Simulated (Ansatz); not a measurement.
```yaml
crystal:
  periodic: [false, false, false]
  atoms:
    - {symbol: C, position_ang: [-0.655750, 0.819212, -0.121826]}
    - {symbol: N, position_ang: [-0.416360, 0.188773, 0.531480]}
    - {symbol: Al, position_ang: [0.297574, -0.738058, 0.399745]}
    - {symbol: N, position_ang: [1.012656, -0.890866, -0.533916]}
    - {symbol: H, position_ang: [-1.183045, 0.960847, -0.397155]}
    - {symbol: H, position_ang: [-0.504083, 1.417760, 0.119383]}
    - {symbol: H, position_ang: [-0.176871, 0.738576, -0.754164]}
    - {symbol: H, position_ang: [-0.887352, 0.291895, 1.107836]}
    - {symbol: H, position_ang: [0.354332, -1.246758, 1.307265]}
    - {symbol: H, position_ang: [1.260168, -1.218832, -0.605490]}
    - {symbol: H, position_ang: [0.883310, -0.410548, -0.947164]}
basis:
  gaussian: {orbitals: def2-TZVP}
magnetization: {spin_polarized: true, initial_magnetization: 0}
hamiltonian: {xc: {name: rPW86-PBE}, dispersion: d4}
output: {forces: true}
```

```sh
$ ansatz run in.yaml --threads 2 --pin off --events-out ev --progress --plain --max-ram 4352MiB
```

It prints (some lines left out):

```
Functional definition: rPW86-PBE
1057 factors; their error is unknown
mean field evaluation 1: about -10561.9566 eV, gradient 1.5e2 eV
mean field evaluation 2: about -10263.5046 eV, gradient 2.5e2 eV
mean field evaluation 4: about -10624.6190 eV, gradient 2.6e1 eV
mean field evaluation 8: about -10626.4794 eV, gradient 9.6e-2 eV
mean field evaluation 16: about -10626.4429 eV, gradient 1.5e-5 eV
mean field -10626.44287090 eV, -390.5145726439 hartree, gradient 1.5e-5 eV, S^2 0.000000; 0 other end points of the search recorded, 0 dependent functions left out
reference -10626.44297427 eV, -390.5145764425 hartree; 20, 20 occupied and 152, 152 virtual orbitals, 1057 factors
Total energy: -10626.86070826 eV, -390.5299278835 hartree
Atom 0 at    -0.655750     0.819212    -0.121826 Å, force    24.562597    -4.672874   -26.952074 eV/Å
Atom 1 at    -0.416360     0.188773     0.531480 Å, force   -11.045192    -7.968785    47.566309 eV/Å
Atom 2 at     0.297574    -0.738058     0.399745 Å, force     1.988445   -36.527773    28.538791 eV/Å
Atom 3 at     1.012656    -0.890866    -0.533916 Å, force  -125.353678   179.533765    36.622165 eV/Å
Atom 4 at    -1.183045     0.960847    -0.397155 Å, force   -70.651071    15.838496   -35.023810 eV/Å
Atom 5 at    -0.504083     1.417760     0.119383 Å, force    13.225015    54.369643    18.414672 eV/Å
Atom 6 at    -0.176871     0.738576    -0.754164 Å, force    13.773003     0.079508   -21.495189 eV/Å
Atom 7 at    -0.887352     0.291895     1.107836 Å, force   -16.144967     2.029046    23.435284 eV/Å
Atom 8 at     0.354332    -1.246758     1.307265 Å, force     1.858288   -13.239772    21.358555 eV/Å
Atom 9 at     1.260168    -1.218832    -0.605490 Å, force   177.302988  -231.594073   -53.565142 eV/Å
Atom 10 at     0.883310    -0.410548    -0.947164 Å, force    -9.515426    42.152818   -38.899561 eV/Å
Dipole moment:    -0.208825     0.316762    -0.330009 e Å
```

In this input the geometry is squeezed to about two thirds of its size. Self-consistency was reached. The result belongs to that input, not to the molecule as meant.
